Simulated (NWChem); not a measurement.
System: C2H7Si, doublet; SMILES C[SiH]C

Excerpt of the output:

```
             Northwest Computational Chemistry Package (NWChem) 7.3.0
             --------------------------------------------------------

                             Geometry "geometry" -> ""
                             -------------------------

 Output coordinates in angstroms (scale by  1.889725989 to convert to a.u.)

  No.       Tag          Charge          X              Y              Z
 ---- ---------------- ---------- -------------- -------------- --------------
    1 C                    6.0000     0.47516200    -0.00765800     1.56488900
    2 Si                  14.0000    -0.57175700     0.11131100     0.00000000
    3 C                    6.0000     0.47516200    -0.00765800    -1.56488900
    4 H                    1.0000     1.02028800    -0.96675600     1.59887100
    5 H                    1.0000    -0.15275900     0.05758400     2.46639900
    6 H                    1.0000     1.21669500     0.80512700     1.60771800
    7 H                    1.0000    -1.63053300    -0.95440400     0.00000000
    8 H                    1.0000     1.02028800    -0.96675600    -1.59887100
    9 H                    1.0000    -0.15275900     0.05758400    -2.46639900
   10 H                    1.0000     1.21669500     0.80512700    -1.60771800

 Effective nuclear repulsion energy (a.u.)     104.7859179575

                                 NWChem DFT Module
                                 -----------------

 Summary of "ao basis" -> "ao basis" (spherical)
 ------------------------------------------------------------------------------
       Tag                 Description            Shells   Functions and Types
 ---------------- ------------------------------  ------  ---------------------
 C                          def2-svp                 6       14   3s2p1d
 Si                         def2-svp                 8       18   4s3p1d
 H                          def2-svp                 3        5   2s1p

 in cosmo_initialize ...
 calling solv_data for solv:h2o

 solvent parameters
 solvname_short: h2o
 solvname_long:  water
 dielec:       78.4000
 dielecinf:     1.7769
 aqueous SMD model solvent descriptors
 dielec:       78.4000
 sola:          0.8200

          ---------------
          -cosmo- solvent
          ---------------
 Cosmo: York-Karplus, doi: 10.1021/jp992097l
 dielectric constant -eps-     =  78.40
 screen = (eps-1)/(eps    )    =   0.98724
 surface charge correction     = lagrangian

   van der Waals surface
 --------------------------

 ---------- ATOMIC COORDINATES (A.U.) ------------ VDWR(ANG.) --
     1    0.89792598   -0.01447152    2.95721141     1.850
     2   -1.08046406    0.21034729    0.00000000     2.470
     3    0.89792598   -0.01447152   -2.95721141     1.850
     4    1.92806475   -1.82690394    3.02142808     1.200
     5   -0.28867265    0.10881798    4.66081829     1.200
     6    2.29922016    1.52146942    3.03814649     1.200
     7   -3.08126059   -1.80356204    0.00000000     1.200
     8    1.92806475   -1.82690394   -3.02142808     1.200
     9   -0.28867265    0.10881798   -4.66081829     1.200
    10    2.29922016    1.52146942   -3.03814649     1.200
 number of segments per atom =        128
 number of   points per atom =        128
 atom (   nspa,  nppa )
 ----------------------
    1 (     48,     0 )       0
    2 (     82,     0 )       0
    3 (     48,     0 )       0
    4 (     52,     0 )       0
    5 (     51,     0 )       0
    6 (     53,     0 )       0
    7 (     32,     0 )       0
    8 (     52,     0 )       0
    9 (     51,     0 )       0
   10 (     53,     0 )       0
 number of -cosmo- surface points =      522
 molecular surface =    110.057 angstrom**2
 molecular volume  =     92.723 angstrom**3
 -lineq- algorithm             =   0
 -bem- low  level              =   3
 -bem- from -octahedral-
 gaussian surface charge width =   4.50000
 degree of switching           =   1.00000
 switching function tolerance  =   0.00010
 atomic radii =
 --------------
    1  6.000  1.850
    2 14.000  2.470
    3  6.000  1.850
    4  1.000  1.200
    5  1.000  1.200
    6  1.000  1.200
    7  1.000  1.200
    8  1.000  1.200
    9  1.000  1.200
   10  1.000  1.200
 ...... end of -cosmo- initialization ......

 nat:                    10
 ixmem:                  5529
 calling mnsol_interface()
 G(SMD-CDS) energy (kcal/mol)  =     3.344
 SMD-CDS SASA (angstrom**2)    =   136.439

[...]

                                COSMO-SMD solvation results
                                ---------------------------

             internal energy in gas <Psi(g)|H|Psi(g)> =      -369.696597502815
         internal energy in solvent <Psi(s)|H|Psi(s)> =      -369.696302928523
                               delta internal energy  =         0.000294574292 (    0.18 kcal/mol)
   total free energy in solvent <Psi(s)|H+V/2|Psi(s)> =      -369.698939974791
 polarization energy contribution <Psi(s)|V/2|Psi(s)> =        -0.002637046268 (   -1.65 kcal/mol)
    total free energy in solvent including G(SMD-CDS) =      -369.693611065875
                       G(SMD-CDS) energy contribution =         0.005328908916 (    3.34 kcal/mol)
     1 M fixed-concentration free energy of solvation =         0.002986436939 (    1.87 kcal/mol)

                    DFT Final Alpha Molecular Orbital Analysis
                    ------------------------------------------

 Vector   15  Occ=1.000000D+00  E=-3.808018D-01
              MO Center= -5.6D-01, -3.0D-01,  1.5D-08, r^2= 3.2D+00
   Bfn.  Coefficient  Atom+Function         Bfn.  Coefficient  Atom+Function
  ----- ------------  ---------------      ----- ------------  ---------------
    62      0.346329   7 H  s                22     -0.240136   2 Si px
    63      0.226255   7 H  s                 4      0.184433   1 C  px
    36      0.184433   3 C  px               25     -0.147775   2 Si px
    57      0.139009   6 H  s                77      0.139009  10 H  s
    19      0.134191   2 Si px                6      0.128735   1 C  pz

 Vector   16  Occ=1.000000D+00  E=-3.713770D-01
              MO Center=  1.7D-01,  2.7D-02, -8.7D-09, r^2= 3.2D+00
   Bfn.  Coefficient  Atom+Function         Bfn.  Coefficient  Atom+Function
  ----- ------------  ---------------      ----- ------------  ---------------
     6      0.314602   1 C  pz               38      0.314602   3 C  pz
    24     -0.283806   2 Si pz                9      0.186285   1 C  pz
    41      0.186285   3 C  pz               27     -0.168103   2 Si pz
    21      0.157793   2 Si pz               52      0.141235   5 H  s
    72     -0.141235   9 H  s                 4      0.130589   1 C  px

 Vector   17  Occ=1.000000D+00  E=-2.385199D-01
              MO Center= -7.1D-01,  4.4D-01, -9.9D-10, r^2= 2.6D+00
   Bfn.  Coefficient  Atom+Function         Bfn.  Coefficient  Atom+Function
  ----- ------------  ---------------      ----- ------------  ---------------
    26      0.480247   2 Si py               18      0.404130   2 Si s
    23      0.344107   2 Si py               25     -0.265866   2 Si px
    17      0.219946   2 Si s                22     -0.187711   2 Si px
    20     -0.179368   2 Si py               63     -0.166063   7 H  s
    16      0.131330   2 Si s                48      0.122121   4 H  s

 Vector   18  Occ=0.000000D+00  E= 9.697535D-02
              MO Center=  3.9D-01,  7.9D-02,  1.8D-07, r^2= 6.1D+00
   Bfn.  Coefficient  Atom+Function         Bfn.  Coefficient  Atom+Function
  ----- ------------  ---------------      ----- ------------  ---------------
     3      1.815556   1 C  s                35      1.815556   3 C  s
    18     -1.138525   2 Si s                25     -1.111268   2 Si px
    48     -0.575355   4 H  s                68     -0.575355   8 H  s
    58     -0.508443   6 H  s                78     -0.508443  10 H  s
    53     -0.491382   5 H  s                73     -0.491382   9 H  s

 Vector   19  Occ=0.000000D+00  E= 9.955690D-02
              MO Center= -6.2D-01,  1.1D-01, -1.6D-07, r^2= 5.4D+00
   Bfn.  Coefficient  Atom+Function         Bfn.  Coefficient  Atom+Function
  ----- ------------  ---------------      ----- ------------  ---------------
     3      1.606509   1 C  s                35     -1.606509   3 C  s
    27     -1.486044   2 Si pz               48     -0.402679   4 H  s
    68      0.402679   8 H  s                58     -0.392566   6 H  s
    78      0.392566  10 H  s                53     -0.374353   5 H  s
    73      0.374353   9 H  s                 7     -0.244034   1 C  px

 Vector   20  Occ=0.000000D+00  E= 1.329559D-01
              MO Center= -5.5D-01, -2.3D-01,  4.6D-10, r^2= 5.1D+00
   Bfn.  Coefficient  Atom+Function         Bfn.  Coefficient  Atom+Function
  ----- ------------  ---------------      ----- ------------  ---------------
    63      1.692102   7 H  s                18     -1.243496   2 Si s
    26      1.036773   2 Si py               25      0.815703   2 Si px
     3      0.711315   1 C  s                35      0.711315   3 C  s
    58     -0.587609   6 H  s                78     -0.587609  10 H  s
    62      0.215654   7 H  s                17     -0.209350   2 Si s

                     DFT Final Beta Molecular Orbital Analysis
                     -----------------------------------------

 Vector   14  Occ=1.000000D+00  E=-4.566298D-01
              MO Center=  6.3D-01, -2.6D-01,  3.9D-08, r^2= 3.9D+00
   Bfn.  Coefficient  Atom+Function         Bfn.  Coefficient  Atom+Function
  ----- ------------  ---------------      ----- ------------  ---------------
     5      0.279108   1 C  py               37     -0.279108   3 C  py
    47     -0.258716   4 H  s                67      0.258716   8 H  s
     8      0.141792   1 C  py               40     -0.141792   3 C  py
    52      0.125586   5 H  s                72     -0.125586   9 H  s
     4     -0.115145   1 C  px               36      0.115145   3 C  px

[...]
```

Level: M05-2X/def2-SVP, spin-unrestricted, SMD on the gas-phase geometry. In the optimisation the excess spin sits in a' (Cs, its own frame). Structure relaxed at the PBE0/def2-SVP, spin-unrestricted level. No stability test was run on the SCF state. Solvent: water.

Q: Reconstruct the input file.

A: Several could match; the one computed here: the input that was run:
```
start job
memory heap 200 mb stack 900 mb global 1100 mb
geometry units angstroms noautosym nocenter noautoz
  C      0.475162    -0.007658     1.564889
  Si    -0.571757     0.111311     0.000000
  C      0.475162    -0.007658    -1.564889
  H      1.020288    -0.966756     1.598871
  H     -0.152759     0.057584     2.466399
  H      1.216695     0.805127     1.607718
  H     -1.630533    -0.954404     0.000000
  H      1.020288    -0.966756    -1.598871
  H     -0.152759     0.057584    -2.466399
  H      1.216695     0.805127    -1.607718
end
basis spherical
  C library def2-svp
  Si library def2-svp
  H library def2-svp
end
dft
  odft
  mult 2
  xc m05-2x
  iterations 150
end
cosmo
  do_cosmo_smd true
  solvent water
end
task dft energy
```
